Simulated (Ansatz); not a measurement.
Wavefunction ladder for CH6F2Si2, SMILES `FC(F)([SiH3])[SiH3]`

| atom | x (Å) | y (Å) | z (Å) |
| --- | --- | --- | --- |
| F1 | -0.626 | 1.788 | -0.088 |
| C2 | -0.017 | 0.624 | 0.341 |
| F3 | 0.554 | 0.917 | 1.566 |
| Si4 | -1.381 | -0.701 | 0.616 |
| Si5 | 1.395 | 0.196 | -0.891 |
| H6 | -2.028 | -0.976 | -0.691 |
| H7 | -0.732 | -1.933 | 1.128 |
| H8 | -2.362 | -0.171 | 1.593 |
| H9 | 0.786 | -0.065 | -2.219 |
| H10 | 2.330 | 1.344 | -0.952 |
| H11 | 2.082 | -1.024 | -0.401 |

Charge 0, multiplicity 1. The structure was optimised at the PBE0-D4/def2-TZVP level. Frozen core, restricted reference, Ansatz 0.2.0. CBS rows extrapolate triple and quadruple zeta; past MP2 they add the triple-zeta difference.

```tsv
basis	HF (Eh)	MP2 corr.	CCSD corr.	(T)	CCSD(T) total
def2-SVP	-817.69307	-0.70408	-0.76098	?	?
def2-TZVPP	-818.19638	?	-0.96501	?	?
def2-QZVPP	-818.22487	?	–	–	–
CBS(def2)	-818.22880	-1.05169	-1.10178	as TZ	-819.36254
```

Problem. Fill in the withheld values. (An estimate is asked.)

Solution. Ansatz gave: def2-SVP (T): -0.01716; def2-SVP CCSD(T) total: -818.47121; def2-TZVPP MP2 corr.: -0.91491; def2-TZVPP (T): -0.03196; def2-TZVPP CCSD(T) total: -819.19335; def2-QZVPP MP2 corr.: -0.99348.
